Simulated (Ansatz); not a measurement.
Consider the formal loss of a carbene: `[CH3][Sb]([NH2])[OH]` → `[CH2]` (triplet) + `[NH2][SbH][OH]`.

Computed with Ansatz on PBE0-D4/def2-TZVP structures; ΔE is electronic, products minus reactants. CBS: MP2 limit from def2 TZ/QZ plus the TZ coupled-cluster correction, frozen cores. This one scheme is used for every species. Functionals use def2-TZVPP. Triplets are unrestricted, without spin–orbit coupling. Elements past krypton have def2 core potentials. For Sb outer-core shells are correlated without core-valence functions, which leaves a few kJ/mol of doubt a bond. Each species was taken in one conformer, which may not be the lowest.

```json
{"level": "LDA (SPW92)", "ΔE (kJ/mol)": "538.9"}
{"level": "B2PLYP", "ΔE (kJ/mol)": "463.0"}
{"level": "CCSD/def2-SVP", "ΔE (kJ/mol)": "431.4"}
{"level": "SCS-MP2/def2-TZVPP", "ΔE (kJ/mol)": "477.4"}
```

(1) What does CCSD(T)/CBS give? (Estimate.)

Largest T1 diagnostic among the species: 0.014.

## Answers

(1) Computed: +478.6 kJ/mol. The listed levels differ from it by 60.3, -15.6, -47.2, -1.2 kJ/mol.

Leaving LDA and LC-ωPBE aside and taking each functional with its dispersion term where it has one, the values, not all of them listed here, spread over 35.1 kJ/mol, from r2SCAN0-D4 to ωB97X-V. LDA lies +69.0 kJ/mol from PBE without D4. The D4 term adds +11.6 kJ/mol with B3LYP and +6.2 kJ/mol with PBE0; it sums over pairs of atoms, weighted by their polarisabilities, and B3LYP, whose exchange is more repulsive, gets the larger term.

B3LYP here is the variant with VWN-RPA as its local correlation; programs differ in this.
